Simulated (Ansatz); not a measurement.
Isolated molecules relaxed with PBE0-D4/def2-TZVP in Ansatz; ΔE leaves out vibrations. CBS: MP2 limit from def2 TZ/QZ plus the TZ coupled-cluster correction, frozen cores. This one scheme is used for every species. For Se outer-core shells are correlated without core-valence functions, which leaves a few kJ/mol of doubt a bond. Scalar relativity is left out up to krypton. One conformer a species, not always the lowest.

Reaction (formal exchange of groups at the Se–Si bond): `F[SiH2][SeH]` + `[SiH3]C=S` → `S=C[SiH2][SeH]` + `F[SiH3]`

| level | ΔE (kJ/mol) |
| --- | --- |
| CCSD(T)/def2-TZVPP | 2.8 |
| HF/def2-QZVPP | 3.3 |

**Question.** What does CCSD(T)/CBS give? (Best estimate.)

**Answer.** Computed: +2.9 kJ/mol. The listed levels differ from it by -0.1, 0.4 kJ/mol.

Largest T1 diagnostic among the species: 0.015.
